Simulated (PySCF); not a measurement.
Job file and geometry (Å, from GFN2-xTB) of an NMR shielding run on `[SiH2]1[C@@H](C)[C@H](F)CC1`, C$_{5}$H$_{11}$FSi, PySCF 2.14.0, density-fitted response routines, GIAO PBE0/pcSseg-1 NMR shielding, non-relativistic, gas phase; density fitting, a coarse starting grid and PySCF grid level 2 are the driver's defaults:

```
$ OMP_NUM_THREADS=1 python probes_run.py task.json out

{"job": {"kind": "nmr", "xc": "PBE0", "basis": "pcSseg-1"}, "charge": 0, "multiplicity": 1}
C      2.059775    -0.236083    -0.835381
C      0.914930    -0.075227     0.157745
Si    -0.336254    -1.518418     0.253572
C     -1.858210    -0.368538     0.303728
C     -1.280621     1.017862     0.587864
C      0.037818     1.131882    -0.169143
F      0.680590     2.310767     0.174380
H      1.677092    -0.430437    -1.835584
H      2.663895     0.669372    -0.869600
H      2.699668    -1.066643    -0.546572
H      1.347353     0.109292     1.146419
H     -0.299091    -2.363312    -0.942048
H     -0.172188    -2.320255     1.467641
H     -2.371428    -0.361819    -0.658566
H     -2.599808    -0.636664     1.053057
H     -1.068537     1.126818     1.653490
H     -1.963033     1.818447     0.297607
H     -0.140711     1.199274    -1.250263
```

**Question.** What does the program print?

**Answer.** 
```
coarse grid: 14960 points
cycle   1  E = -585.8754339761  dE =  6.520e-01  |g| = 5.722e-01  |ddm| = 3.648e+00
cycle   2  E = -585.8449455442  dE =  3.049e-02  |g| = 7.285e-01  |ddm| = 1.009e+00
cycle   3  E = -585.9436021758  dE = -9.866e-02  |g| = 5.290e-02  |ddm| = 5.790e-01
cycle   4  E = -585.9438861196  dE = -2.839e-04  |g| = 3.169e-02  |ddm| = 5.210e-02
cycle   5  E = -585.9440891729  dE = -2.031e-04  |g| = 5.023e-03  |ddm| = 2.950e-02
cycle   6  E = -585.9440942639  dE = -5.091e-06  |g| = 1.808e-03  |ddm| = 6.075e-03
final grid: 138664 points
cycle   7  E = -585.9923522563  dE = -3.863e-05  |g| = 9.710e-03  |ddm| = 3.054e-02
cycle   8  E = -585.9923320413  dE =  2.021e-05  |g| = 1.383e-02  |ddm| = 1.985e-02
cycle   9  E = -585.9923749767  dE = -4.294e-05  |g| = 1.069e-03  |ddm| = 1.146e-02
cycle  10  E = -585.9923751607  dE = -1.841e-07  |g| = 2.709e-04  |ddm| = 9.443e-04
cycle  11  E = -585.9923751727  dE = -1.194e-08  |g| = 5.085e-05  |ddm| = 2.245e-04
cycle  12  E = -585.9923751732  dE = -5.053e-10  |g| = 1.828e-05  |ddm| = 5.798e-05
converged SCF energy = -585.9923751732

GIAO shielding tensors (ppm)
atom      isotropic    diamagn.    paramagn.     s11        s22        s33       span
  0 C      170.015     244.434     -74.419    156.360    168.284    185.401     29.041
  1 C      158.928     253.736     -94.809    144.127    150.838    181.817     37.690
  2 Si     376.503     880.723    -504.220    327.958    371.867    429.683    101.726
  3 C      183.487     253.535     -70.048    170.468    180.151    199.842     29.374
  4 C      150.164     249.695     -99.531    124.863    155.135    170.493     45.630
  5 C       81.739     244.630    -162.890     41.177     76.762    127.278     86.101
  6 F      378.885     473.618     -94.733    336.574    380.764    419.318     82.745
  7 H       30.823      29.747       1.076     26.566     29.031     36.872     10.306
  8 H       29.840      28.698       1.142     24.623     28.325     36.571     11.948
  9 H       30.369      28.510       1.859     25.336     27.989     37.782     12.446
 10 H       30.286      32.647      -2.361     26.978     29.194     34.686      7.708
 11 H       27.742      29.621      -1.879     24.444     25.790     32.992      8.548
 12 H       27.396      29.486      -2.090     24.243     24.903     33.043      8.800
 13 H       30.992      30.936       0.056     26.465     27.943     38.567     12.103
 14 H       30.766      29.587       1.178     26.108     27.442     38.748     12.641
 15 H       30.007      31.566      -1.559     26.476     28.528     35.017      8.540
 16 H       29.322      30.172      -0.850     24.391     27.618     35.957     11.566
 17 H       27.221      32.201      -4.981     25.233     27.982     28.446      3.213
```

**Question.** Turn these shieldings into chemical shifts. Referencing at the same level of theory: TMS for 13C (σ = 186.93 ppm), 29Si (σ = 349.16 ppm), 1H (σ = 31.72 ppm); CFCl3 for 19F (σ = 170.95 ppm).

**Answer.** Averaging equivalent atoms: C 5: 105.2; C 4: 36.8; C 1: 28.0; C 0: 16.9; C 3: 3.4; Si 2: -27.3; F 6: -207.9; H 17: 4.50; H 12: 4.32; H 11: 3.98; H 16: 2.39; H 15: 1.71; H 10: 1.43; H 7/8/9: 1.37; H 14: 0.95; H 13: 0.73 ppm. Unscaled 19F shifts against computed CFCl3 carry errors that often reach 10 to 50 ppm.

Size and cost of the density-fitted run: 181 basis functions, 41 s wall time on 1 thread of an Arm Neoverse N1, shared host; peak memory 0.83 GiB.
